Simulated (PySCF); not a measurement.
## Calculated data, AlBH5N2

All values are calculated (PySCF 2.14.0). Calculation on a computer-drawn molecule: the log of a Hartree-Fock and frozen-core CCSD(T) single point meant for a local Hartree-Fock minimum, with one planted fault or none, to be diagnosed. Offsets are logged minus clean, where the clean run is the same molecule without the fault. The reference is restricted for singlets and unrestricted otherwise, and also for a bond in bohr or an excited solution. Adding or removing an electron swaps singlet and doublet. The excited solution moves the top pair (singlet) or top alpha electron (doublet) to the lowest empty orbital. Highest occupied and lowest empty are orbital energies over both spins, largest force is the largest gradient component, triples share is (T) over the correlation energy, the T1 limit is 0.02 restricted and 0.045 unrestricted, electrons count all cores, a negative frequency is imaginary (commonest isotopes), and the dipole is about the centre of nuclear charge.

## AlBH5N2

Logged structure:
```xyz
9
AlBH5N2
B     -0.3911     0.4506     1.9859
N     -0.9040    -0.2414     0.8758
Al     0.0161    -0.8580    -0.5653
N      1.7581    -0.5914    -0.6454
H     -1.1142     0.8077     2.8820
H      0.7893     0.6930     2.0473
H     -1.8955    -0.4001     0.9072
H      2.3458    -0.8946    -1.3987
H      2.3093    -0.1184     0.0473
```

```
meant charge                         : 0
meant multiplicity                   : 2
meant basis                          : cc-pV(D+d)Z
logged electrons                     : 37
logged basis functions               : 90
logged SCF converged                 : yes
logged spin squared                  : 3.7594
logged highest occupied              : -4.5149 eV
logged lowest empty                  : -0.44739 eV
logged largest force                 : 0.10655 hartree/bohr
logged T1 diagnostic                 : 0.020897
logged D1 diagnostic                 : 0.086945
logged triples share                 : 0.026677
logged CC converged                  : yes
logged dipole magnitude              : 5.6663 debye
logged SCF stable within its kind    : yes
logged energy HF                     : -378.34009 hartree
logged energy CCSD(T)                : -378.83041 hartree
possible faults                      : no fault, one electron removed, one electron added, multiplicity raised by two, geometry at a saddle point, SCF held on an excited solution, minimal basis STO-3G, one bond length entered in bohr, all coordinates scaled
planted fault                        : multiplicity raised by two
HF energy offset from clean run      : 97.91 kcal/mol
CCSD(T) energy offset from clean run : 119 kcal/mol
```

Drawn bonds:
| atom | other atom | order |
| --- | --- | --- |
| 1 | 2 | 1 |
| 2 | 3 | 1 |
| 3 | 4 | 1 |
| 1 | 5 | 1 |
| 1 | 6 | 1 |
| 2 | 7 | 1 |
| 4 | 8 | 1 |
| 4 | 9 | 1 |
